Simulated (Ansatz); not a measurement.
Two isomers of C2H7BO2: A = `BOCCO`, B = `CBOCO`.

Computed with Ansatz on PBE0-D4/def2-TZVP structures; ΔE is electronic, products minus reactants. CCSD(T)/CBS adds triple-zeta CCSD(T) − MP2 to the extrapolated MP2 energy (def2 sets, frozen cores). Functionals use def2-TZVPP. Each species was taken in one conformer, which may not be the lowest.

**Question.** Which isomer does CCSD(T)/CBS put lower? Give the gap. (Estimate.)

**Answer.** Ansatz gave: B, by 18.2 kcal/mol.

**Question.** Give E(B) − E(A) in kcal/mol with B2PLYP, HF/def2-TZVPP, ωB97M-V, PBE0-D4, PBE-D4, r2SCAN-D4, MP2/def2-TZVPP. (Estimate.)

**Answer.** Computed: B2PLYP -18.9, HF/def2-TZVPP -17.9, ωB97M-V -19.1, PBE0-D4 -19.5, PBE-D4 -19.5, r2SCAN-D4 -20.2, MP2/def2-TZVPP -18.9. None reverses the order clearly.

Largest T1 diagnostic: 0.013.
